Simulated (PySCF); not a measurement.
Molecule: `CO[SiH2]CBN`, C2H10BNOSi.

Bonds (- single, = double, # triple, : aromatic): C1-O2, O2-Si3, Si3-C4, C4-B5, B5-N6. C1 carries H7, H8, H9; Si3 carries H10, H11; C4 carries H12, H13; B5 carries H14; N6 carries H15, H16.

Frames of a GFN2-xTB Langevin trajectory at 200 K; GIAO PBE0/pcSseg-1 shieldings in PySCF 2.14, gas phase, non-relativistic; equivalent atoms averaged within each frame.

Chemical shifts δ = σref − σ; ¹³C (186.93 ppm) and ²⁹Si (349.16 ppm) and ¹H (31.72 ppm) against TMS; ¹⁷O (336.08 ppm) vs H2O; BF3·OEt2 for ¹¹B (100.07 ppm); NH3 for ¹⁵N (267.73 ppm), all at this level. The references are static minima.

How do the shifts (ppm) fluctuate along the trajectory?

Answers


```csv
time (fs),C1,C4,O2,Si3,B5,N6,H10/H11,H14,H15/H16,H7/H8/H9
250,55.1,12.6,18.9,-8.8,41.3,121.3,5.41,4.82,4.28,4.05
425,56.4,14.7,11.8,-15.3,39.3,114.5,5.23,4.53,3.78,3.60
625,47.8,8.5,-4.6,-25.4,39.9,107.1,4.65,5.71,3.40,3.38
800,58.9,14.2,9.7,-18.5,35.8,118.3,4.88,4.69,4.58,4.46
1000,57.0,12.6,3.7,-7.8,38.5,119.3,6.01,5.24,4.17,4.12
mean of frames,55.1,12.5,7.9,-15.2,39.0,116.1,5.24,5.00,4.04,3.92
standard deviation,4.3,2.4,8.8,7.2,2.0,5.6,0.52,0.48,0.46,0.43
```

5 frames give an uncertainty of the mean of about the standard deviation over 2.2 at best, since frames this close in time may not be independent; classical motion lacks zero-point vibration, and the reference would need the same averaging.
